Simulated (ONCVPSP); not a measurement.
## Which setting gave this result? (S, ONCV)

Base potential:

- Element: sulfur (S)
- Generator: ONCVPSP 4.0.1
- Type: optimised norm-conserving Vanderbilt (ONCV)
- Functional: BLYP
- Relativity: non-relativistic
- Frozen core: [He]
- Valence charge: 14
- Reference configuration: 2s2 2p6 3s1.75 3p4.25
- Partial waves: 2s+3s: rc 0.80 bohr, ncon 4, nbas 7, qcut 13 1/bohr, 3 projectors, debl 1.2 Ha; 2p+3p: rc 0.95 bohr, ncon 3, nbas 8, qcut 16.8 1/bohr, 2 projectors
- Local potential: polynomial inside 0.60 bohr (lpopt 5, dvloc0 0 Ha)
- Core correction: Teter function, fcfact 4, rcfact 1.6

Cutoffs, loose and tight: the cutoffs (Ha) at which the residual kinetic energy of the hardest occupied pseudo-wave falls to 1 and 0.1 mHa per electron. They do not see the model core or the augmentation charge, which bear on the density cutoff. Test errors are all-electron minus pseudo excitation energies from the reference, over the configurations 2s2 2p6 3s2 3p4; 2s2 2p6 3s2 3p3; 2s2 2p6 3s2 3p2; 2s2 2p5 3s2 3p4; variants that change the core or the reference have their own tests.

Only the scale of all radii but the core radius (base = 1) is moved:

```
scale of all radii but the core radius (base = 1)  cutoff, loose  cutoff, tight  bound ghosts  largest test error (meV)
                                             0.78         173 Ha         316 Ha             s                      +694
                                             0.97         105 Ha         118 Ha             s                     +1148
                                             1.13          93 Ha         106 Ha          none                     +1556
                                              1.2          88 Ha         101 Ha          none                     +1780
                                             1.28          83 Ha          95 Ha          none                     +2025
```

One more run gave cutoff, loose: 109 Ha; cutoff, tight: 122 Ha; bound ghosts: s; largest test error (meV): +1037. Which value of the scale of all radii but the core radius (base = 1) was used?

0.93. The loose cutoff moves one way along this sweep, from 173 Ha at 0.78 to 83 Ha at 1.28, which places the run between 0.78 and 0.97.
